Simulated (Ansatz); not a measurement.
A CCSD(T) single point on CH2F3Si (`FC(F)(F)[SiH2]`) radical.

```yaml
crystal:
  periodic: [false, false, false]
  atoms:
    - {symbol: F, position_ang: [-0.060934, -0.866227, 1.621446]}
    - {symbol: C, position_ang: [0.275112, -0.645323, 0.339509]}
    - {symbol: F, position_ang: [0.169845, -1.819196, -0.305566]}
    - {symbol: F, position_ang: [1.579948, -0.312845, 0.331341]}
    - {symbol: Si, position_ang: [-0.829616, 0.724995, -0.470668]}
    - {symbol: H, position_ang: [-0.670077, 1.969657, 0.321592]}
    - {symbol: H, position_ang: [-0.402979, 0.880939, -1.883454]}
basis:
  gaussian: {orbitals: def2-SVP}
magnetization: {spin_polarized: true, initial_magnetization: 1}
correlation: {method: ccsd_t}
scf: {omitted_lower_state_checks: [cluster_reference]}
```

```sh
$ ansatz run in.yaml --threads 4 --pin off --events-out ev --progress --plain --max-ram 10444MiB
```

Log, shortened:

```
Functional definition: HF
810 factors; integrals over basis functions are off by at most 1.1e-3 eV
mean field evaluation 1: about -17027.1809 eV, gradient 2.8e1 eV
mean field evaluation 2: about -17027.2607 eV, gradient 2.8e1 eV
mean field evaluation 4: about -17030.7506 eV, gradient 2.5e0 eV
mean field evaluation 8: about -17030.8273 eV, gradient 2.7e-1 eV
mean field evaluation 16: about -17030.8288 eV, gradient 2.0e-6 eV
mean field -17030.82881515 eV, -625.8714150464 hartree, gradient 2.0e-6 eV, S^2 0.753412; 0 other end points of the search recorded, 0 dependent functions left out
9 core orbitals not correlated: weight in the atoms' cores, before any rotation towards them, 1.000 or more for the frozen orbitals, at most 0.000 for the correlated occupied ones
reference -17030.82881515 eV, -625.8714150464 hartree; 16, 15 occupied and 59, 60 virtual orbitals, 810 factors
second order -20.65414809 eV of doubles, -0.00000000 eV of singles
cycle   1  -20.85341643 eV  change   -2.0e-1 eV  update   1.0e-1
cycle   2  -21.33968296 eV  change   -4.9e-1 eV  update   3.1e-2
cycle   3  -21.46936387 eV  change   -1.3e-1 eV  update   1.6e-2
cycle   4  -21.46460723 eV  change    4.8e-3 eV  update   4.1e-3
cycle   5  -21.46246322 eV  change    2.1e-3 eV  update   1.9e-3
cycle   6  -21.46267036 eV  change   -2.1e-4 eV  update   6.5e-4
cycle   7  -21.46260113 eV  change    6.9e-5 eV  update   3.1e-4
cycle   8  -21.46258579 eV  change    1.5e-5 eV  update   1.3e-4
cycle   9  -21.46266043 eV  change   -7.5e-5 eV  update   5.9e-5
cycle  10  -21.46265742 eV  change    3.0e-6 eV  update   2.4e-5
perturbative correction -0.44279737 eV, -0.0162725033 hartree
Total energy: -17052.73426994 eV, -626.6764256619 hartree
Checks for a lower state left out: cluster_reference
```

Run time 5 s (4 threads of an Intel Xeon Platinum 8488C on a shared host); peak host memory 0.6 GiB.

Correlation energy per correlated electron: -0.707 eV. T1 diagnostic: 0.0130.
